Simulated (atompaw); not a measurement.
What one change does to a pseudopotential (technetium, PAW (atompaw))

technetium (Tc), PAW, made with atompaw 4.2.0.5 (PBE, scalar-relativistic). Core [Ar] 3d10 4s2, reference 4p6 4d4 5s0 5p0 (charge +3). Waves: 5s (bound, empty): rc 2.80 bohr; 5s channel at -1.15 Ry: rc 2.80 bohr; 4p (bound): rc 1.55 bohr; 5p (bound, empty): rc 2.05 bohr; 4d (bound): rc 2.80 bohr; 4d channel at -1.15 Ry: rc 2.20 bohr. Local part: vpsmatchnc scheme with l = 3 at 0 Ry, radius 2.50 bohr. Core correction: smooth core density matched at 2.70 bohr. Augmentation charge: sinc compensation charge, radius 2.70 bohr; PAW radius 2.80 bohr; waves and projectors: custom rrkj vanderbiltortho.

Change: all radii scaled by about 0.76 (s 2.12, p 1.16, d 2.12 bohr); local potential vpsmatchnc scheme with l = 3 at 0 Ry, radius 1.88 bohr; augmentation sinc compensation charge, radius 2.04 bohr; PAW radius 2.12 bohr; waves and projectors: custom rrkj vanderbiltortho; core correction smooth core density matched at 2.04 bohr.

Cutoffs: the cutoffs (Ry, on a coarse ladder) from which the occupation-weighted sum of valence levels, in a spherical-Bessel basis at the reference potential, stays within 10 and 1 mRy of its value at 400 Ry; they do not see the model core or the augmentation charge, which bear on the density cutoff.

Q: What does the change do?

A: The potential gets harder (35 Ry and 60 Ry → 50 Ry and 110 Ry); both files keep a bound ghost (s). A smaller radius makes the pseudo-wave follow the all-electron one further in, where it bends more sharply, so more plane waves are needed.

```csv
quantity,base,changed
"cutoff, loose",35 Ry,50 Ry
"cutoff, tight",60 Ry,110 Ry
loose cutoff by channel (10 mRy a level),"p 30 Ry, d 10 Ry","p 35 Ry, d 18 Ry"
bound ghosts,s,s
lowest overlap eigenvalue by channel,"s 0.01, p 0.49, d 0.09","s 0.62, p 0.34, d 0.20"
```

 A true bound ghost makes a file unfit for plane-wave use even where its test errors are small: the radial tests pick states by their node count and pass the ghost by. The cutoffs see the waves, projectors and local potential, not the compensation charge or the core.
